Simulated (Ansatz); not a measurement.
Gas-phase reaction in SMILES: [Cl][Rb] -> [Cl][Rb] as doublet, charge +1 + e-

Quantity: adiabatic ionisation energy (0 K, with zero-point energies), in eV. Set-up: STO-3G and 3-21G all-electron and non-relativistic; LANL2DZ with its own core potentials from Na on; no spin-orbit coupling; 6-31G* and kin with 6d, 5d where marked; def2 sets with scalar-relativistic core potentials past Kr; open shells spin-unrestricted. First-principles rows: single points at B3LYP-D3(BJ) geometries (Ansatz, a first-principles code), with unscaled harmonic terms from B3LYP/6-31G* (LANL2DZ past Ar) at its own minima. The spin state of an ion or metal species was assumed, not searched.

```csv
level,program,"adiabatic ionisation energy (0 K, with zero-point energies) (eV)"
B3LYP/STO-3G,Ansatz,5.57
B3LYP/3-21G,Ansatz,7.78
B3LYP/LANL2DZ,Ansatz,7.61
B3LYP/def2-SVP,Ansatz,8.08
B3LYP/6-31G* with LANL2DZ past Ar,Ansatz,7.77
B3LYP/def2-TZVPD,Ansatz,8.27
```

No value to compare with is used here. The 5 habitual levels span 5.57 (B3LYP/STO-3G) to 8.08 eV (B3LYP/def2-SVP); B3LYP/def2-TZVPD gives 8.27.

The sets are all those run for this method; runs whose electronic state is in doubt are left out.
